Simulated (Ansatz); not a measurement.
```yaml
crystal:
  periodic: [false, false, false]
  atoms:
    - {symbol: Sn, position_ang: [-0.180591, 0.084857, -0.111417]}
    - {symbol: I, position_ang: [1.964389, -1.035736, 1.049543]}
    - {symbol: H, position_ang: [-1.407110, 0.147481, 1.065308]}
    - {symbol: H, position_ang: [-0.612309, -0.908888, -1.422538]}
    - {symbol: H, position_ang: [0.285519, 1.638784, -0.622295]}
basis:
  gaussian: {orbitals: def2-TZVPD}
hamiltonian: {xc: {name: rPW86-PBE}}
output: {forces: true}
```

```sh
$ ansatz run in.yaml --threads 4 --pin off --events-out ev --progress --plain --max-ram 10444MiB
```

Shortened log:

```
Functional definition: rPW86-PBE
971 factors; their error is unknown
mean field evaluation 1: about -13993.9577 eV, gradient 1.7e1 eV
mean field evaluation 2: about -13994.4373 eV, gradient 1.4e1 eV
mean field evaluation 4: about -13994.8886 eV, gradient 9.8e-1 eV
mean field evaluation 8: about -13994.8765 eV, gradient 1.7e-2 eV
mean field -13994.87654400 eV, -514.3022269240 hartree, gradient 4.0e-6 eV, S^2 0.000000; 0 other end points of the search recorded, 0 dependent functions left out
reference -13994.87667114 eV, -514.3022315964 hartree; 25, 25 occupied and 117, 117 virtual orbitals, 971 factors
Total energy: -13994.87667114 eV, -514.3022315964 hartree
Atom 0 at    -0.180591     0.084857    -0.111417 Å, force    -0.168116     0.087817    -0.091016 eV/Å
Atom 1 at     1.964389    -1.035736     1.049543 Å, force     0.415799    -0.217237     0.225107 eV/Å
Atom 2 at    -1.407110     0.147481     1.065308 Å, force    -0.209671     0.020875     0.168775 eV/Å
Atom 3 at    -0.612309    -0.908888    -1.422538 Å, force    -0.087850    -0.141064    -0.212786 eV/Å
Atom 4 at     0.285519     1.638784    -0.622295 Å, force     0.049838     0.249609    -0.090080 eV/Å
Dipole moment:    -0.292491     0.152805    -0.158307 e Å
```

Hardware: 4 threads of an Arm Neoverse V1 on a shared host. Wall time 3.3 s, peak host memory 0.21 GiB.
